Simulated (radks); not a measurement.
Results of a calculation; reference values are marked as such.
Task: The erbium ion Er4+ is in [Xe] 4f10. Code: a radial shooting solver on a logarithmic mesh with Libxc functionals. Model: non-relativistic Kohn-Sham, PBE, spin-polarised, spherical densities, point nucleus. Open shells are filled with parallel spins first. One electron is removed from 4f, 4d, 5p, 5s in turn, with full relaxation. Which removal costs least, and what does each cost?

Result: 4f 71.210 eV; 5p 76.353 eV; 5s 97.118 eV; 4d 233.71 eV. The 4f electron leaves first.
